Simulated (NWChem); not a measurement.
BHCl, doublet; SMILES [BH]Cl

```xyz
3

B      0.1328     1.2030     0.0000
Cl     0.0230    -0.5122     0.0000
H     -0.8318     1.9285     0.0000
```
Atoms are numbered in this order, from 1.

Computed with NWChem. Pople sets run with spherical d functions. Spin-unrestricted. In the optimisation the excess spin sits in a' (Cs, its own frame). Coordinates come from a PBE0/def2-SVP, spin-unrestricted optimisation. No stability test was run on the SCF state. Vzz is the largest principal value of the second derivative of the potential at the nucleus (NWChem prints the opposite sign); η is the asymmetry. Non-relativistic.

```
level          Vzz B1 (a.u.)  η B1  Vzz Cl2 (a.u.)  η Cl2
-------------  -------------  ----  --------------  -----
UHF/def2-TZVP          0.489  0.38           1.855   0.72
UHF/6-31G*               ___  0.40             ___    ___
PBE/def2-SVP           0.402  0.41           1.541   0.95
PBE/cc-pVTZ            0.444  0.43           1.493   0.97
```

Question: Complete the blanks.

Answer: 
- UHF/6-31G*, Vzz B1 (a.u.): 0.463
- UHF/6-31G*, Vzz Cl2 (a.u.): 1.750
- UHF/6-31G*, η Cl2: 0.66
